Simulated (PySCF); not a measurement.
Worked example: entropy of an ideal gas

B(I)2(OH) (BHI2O), SMILES OB(I)I.

The structure is a stationary point at B3LYP-D3(BJ)/def2-SVP. The def2 effective core potentials stand for the cores of I; spin–orbit coupling is left out. Other conformers were not sampled.

B3LYP-D3(BJ)/def2-SVP run with PySCF 2.14.0 gives the harmonic wavenumbers 117, 271, 347, 402, 563, 675, 1048, 1376, 3807 cm⁻¹ and the rotational temperatures 0.2364, 0.0271, 0.0243 K. The molar mass is 281.63 g/mol, the symmetry number 1, the spin multiplicity 1.

**Question.** Work out the entropy at 298.15 K and 1 atm in the rigid-rotor, harmonic-oscillator model.

**Answer.** 
Translation (Sackur–Tetrode at 1 atm): S = R[1.5 ln M + 2.5 ln T − 1.16487] = 179.1 J/(mol K).
Rotation: q = (√π/σ) T^1.5/√(θA θB θC) = 731000, S = R[ln q + 3/2] = 124.7 J/(mol K).
Vibration: with u = 1.4388 ν/T, each mode gives R[u/(e^u − 1) − ln(1 − e^−u)]:
```
ν (cm⁻¹)  modes     u  S (J/(mol K))
--------  -----  ----  -------------
117           1  0.56          13.18
271           1  1.31           6.65
347           1  1.67           4.94
402           1  1.94           4.00
563           1  2.72           2.17
675           1  3.26           1.41
1048          1  5.06           0.32
1376          1  6.64           0.08
```
The stiffer modes add less than 0.005 each. Sum 32.7 J/(mol K).
Spin: R ln 1 = 0.0 J/(mol K).
Total 336.6 J/(mol K); the program's own thermochemistry gives 336.6. Translation makes up 53 % and vibration 10 %. Anharmonicity, hindered rotation and orbital degeneracy are left out.
